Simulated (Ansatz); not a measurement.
C$_{2}$H$_{9}$FN$_{2}$Si, SMILES `CN(C)[SiH](N)F`. Charge 0, multiplicity 1. Geometry: relaxed with PBE0-D4/def2-TZVP. It is one conformer, not always the lowest.

```xyz
15

C     0.417    0.392    1.777
N     0.268    0.086    0.375
C     1.524   -0.067   -0.321
Si   -1.223    0.216   -0.425
N    -1.263   -0.882   -1.723
F    -1.510    1.626   -1.139
H     0.961    1.333    1.936
H     0.970   -0.403    2.293
H    -0.561    0.484    2.254
H     1.347   -0.305   -1.371
H     2.117   -0.879    0.120
H     2.129    0.849   -0.272
H    -2.259    0.107    0.628
H    -1.823   -0.694   -2.538
H    -1.094   -1.864   -1.593
```

**Question.** What is the dipole moment at B3LYP/def2-TZVPP? (Estimate.)

**Answer.** The calculation gave: 2.07 D, with components (0.70, -1.93, 0.21) D in this frame, pointing from negative to positive charge.

**Question.** And with PBE, r2SCAN, ωB97M-V? (An estimate is asked.)

**Answer.** The calculation gave: PBE 2.03 D, r2SCAN 2.05 D, ωB97M-V 2.05 D.

**Question.** Give the Mulliken charges with B3LYP, r2SCAN, PBE in def2-TZVPP. (Estimate.)

**Answer.** Ansatz gave: 
| atom | B3LYP | r2SCAN | PBE |
| --- | --- | --- | --- |
| C1 | -0.18 | -0.05 | -0.18 |
| N2 | -0.22 | -0.23 | -0.14 |
| C3 | -0.18 | -0.06 | -0.18 |
| Si4 | 0.65 | 0.66 | 0.52 |
| N5 | -0.40 | -0.45 | -0.39 |
| F6 | -0.34 | -0.34 | -0.30 |
| H7 | 0.09 | 0.05 | 0.08 |
| H8 | 0.08 | 0.04 | 0.08 |
| H9 | 0.09 | 0.06 | 0.08 |
| H10 | 0.09 | 0.06 | 0.08 |
| H11 | 0.08 | 0.04 | 0.08 |
| H12 | 0.09 | 0.05 | 0.08 |
| H13 | -0.13 | -0.13 | -0.12 |
| H14 | 0.14 | 0.16 | 0.15 |
| H15 | 0.14 | 0.16 | 0.15 |

B3LYP here is the variant with VWN-RPA as its local correlation; programs differ in this.
